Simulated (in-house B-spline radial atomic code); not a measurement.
The nitrogen ion N²⁺ is squeezed into an impenetrable sphere of radius R (the orbitals vanish at R). Level of theory: Dirac-Hartree-Fock, average of configuration, Fermi nucleus of rms radius 2.5582 fm; calculated with an all-electron radial atomic-structure program (B-spline basis).

Energies in eV above the free ion in [He] 2s2 2p1:

| R (bohr) | highest level (eV) | [He] 2s2 2p1 | [He] 2s1 2p2 |
| --- | --- | --- | --- |
| 8.78 | -47.8 | 0 | 10.75 |
| 6.51 | -47.8 | 2.059e-05 | 10.75 |
| 4.78 | -47.8 | 0.006142 | 10.76 |
| 4.41 | -47.7 | 0.01993 | 10.77 |
| 3.77 | -47.6 | 0.1447 | 10.93 |
| 3.18 | -47.1 | 0.8356 | 11.71 |
| 2.52 | -44.5 | 5.408 | 16.4 |
| 2.06 | -38.6 | 19.03 | 29.54 |
| 1.81 | -31.5 | 37.67 | 46.89 |
| 1.22 | 34.2 | 205.4 | 194.5 |

Problem. Does [He] 2s1 2p2 fall below [He] 2s2 2p1 under compression?

Solution. Yes, between R = 1.81 and 1.22 bohr the order changes (near 1.54 bohr by linear interpolation).

The highest level is first positive in the row R = 1.22 bohr, pushed up by confinement above the zero of the free ion's potential. Each configuration is held fixed and needn't be the lowest in the sphere.
